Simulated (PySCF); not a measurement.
## Bond curve of ZnH⁺

Set-up: PySCF, no relativity, basis sets Zn 6-31G(d,p), H 6-31G(d,p). Energies in eV from Zn⁺ + H in their ground configurations at the same level. State: ¹Σ⁺ (singlet), closed shell.

All columns are PBE0. A positive dipole points towards H; it is taken about the centre of mass and depends on that origin.

```tsv
R (Å)	E (eV)	μ (D)	Mulliken charge on Zn (basis-dependent)	HOMO (eV)	LUMO (eV)	Mayer bond order	⟨S²⟩
1.302	-2.048	-2.00	0.95	-16.66	-9.65	0.99	0.00
1.363	-2.277	-1.96	0.95	-16.55	-9.70	0.99	0.00
1.423	-2.410	-1.91	0.95	-16.43	-9.75	0.99	0.00
1.469	-2.460	-1.86	0.95	-16.33	-9.78	0.99	0.00
1.514	-2.475	-1.82	0.95	-16.23	-9.82	0.99	0.00
1.559	-2.462	-1.77	0.94	-16.13	-9.86	1.00	0.00
1.620	-2.408	-1.70	0.94	-15.99	-9.91	1.00	0.00
1.696	-2.294	-1.60	0.94	-15.81	-9.97	1.00	0.00
1.786	-2.109	-1.47	0.93	-15.59	-10.05	0.99	0.00
1.908	-1.812	-1.28	0.92	-15.31	-10.16	0.99	0.00
```

A fit through these points gives, at Re = 1.514 Å, μ = -1.82 D and dμ/dR = 1.06 D/Å; the reduced mass is 0.9922 u.

Task: How strong is the fundamental in the double-harmonic approximation, I = 42.26·(dμ/dR)²/μred km/mol?

Result: I = 42.26·(1.06)²/0.9922 = 47.9 km/mol at PBE0.

For an ion De counts to the pair picked by the measured ionisation energies or electron affinities, which need not be the lowest pair at this level.
